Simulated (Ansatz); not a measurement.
Consider the ligand exchange at the Al–I bond: `[OH][AlH][I]` + H₂S → `[OH][AlH][SH]` + HI.

Gas-phase electronic energies from Ansatz, PBE0-D4/def2-TZVP geometries. CBS: MP2 limit from def2 TZ/QZ plus the TZ coupled-cluster correction, frozen cores. This one scheme is used for every species. Functionals use def2-TZVPP. HSE06 is defined as in plane-wave codes. def2 core potentials past Kr. For I outer-core shells are correlated without core-valence functions, which leaves a few kJ/mol of doubt a bond. One conformer a species, not always the lowest.

(1) Is it downhill or uphill in electronic energy at CCSD(T)/CBS, and by how much? (Estimate.)

(2) What do these levels give: BLYP-D4, r2SCAN-D4, B97M-V, HSE06-D4, BHLYP-D4, CAM-B3LYP-D4, B2PLYP, HSE06, HF/def2-SVP, MP2/def2-SVP, CCSD/def2-SVP, MP2/CBS(def2)? (Best estimate.)

Largest T1 diagnostic among the species: 0.012.

Results:

(1) Ansatz gave: Uphill: ΔE = +45.3 kJ/mol.

(2) Computed: BLYP-D4 37.5, r2SCAN-D4 41.9, B97M-V 34.5, HSE06-D4 43.6, BHLYP-D4 46.0, CAM-B3LYP-D4 40.5, B2PLYP 42.7, HSE06 43.4, HF/def2-SVP 50.9, MP2/def2-SVP 46.9, CCSD/def2-SVP 44.4, MP2/CBS(def2) 50.5 kJ/mol.

From BLYP to BHLYP (50 % exact exchange), in def2-TZVPP and without D4, ΔE moves by +6.8 kJ/mol. Leaving LDA and LC-ωPBE aside and taking each functional with its dispersion term where it has one, the values, not all of them listed here, spread over 11.7 kJ/mol, from B97M-V to PBE-QIDH.
